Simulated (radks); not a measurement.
Spherical quantum dot in the effective-mass picture: electrons in a hard-walled sphere of radius 1.96, with a point charge +1 (a donor) at the centre, all in effective atomic units (hartree* = m*/eps^2 hartree, bohr* = eps/m* bohr), one dielectric constant everywhere. Calculated with a radial shooting solver with Libxc functionals: non-relativistic Kohn-Sham, PBE, spin-polarised, spherical densities. Levels are named by radial order and angular momentum (1s, 1p, 1d, 2s, ...), and open shells are averaged over m.

N = 8, configuration 1s2 1p6. This is the lowest configuration that the search found. Occupied and some empty levels:

| level | occupation | eigenvalue (hartree*) | <r> (bohr*) |
|---|---|---|---|
| 1s | 2 | 5.7717 | 1.007 |
| 1p | 6 | 7.0350 | 1.205 |
| 1d | 0 | 8.5992 | 1.302 |
| 2s | 0 | 9.1922 | 0.9294 |
| 1f | 0 | 10.525 | 1.369 |

Energy (hartree*): total 30.4525, kinetic 18.596, external -7.9079, Hartree 24.825, exchange-correlation -5.0606.

Electron density:

| r (bohr*) | n(r) (e/bohr*^3) |
|---|---|
| 0.0971 | 0.6392 |
| 0.244 | 0.5510 |
| 0.391 | 0.5344 |
| 0.538 | 0.5557 |
| 0.685 | 0.5885 |
| 0.832 | 0.6099 |
| 0.979 | 0.6010 |
| 1.13 | 0.5491 |
| 1.27 | 0.4526 |
| 1.42 | 0.3217 |
| 1.57 | 0.1840 |
| 1.71 | 0.07313 |
| 1.86 | 0.01136 |
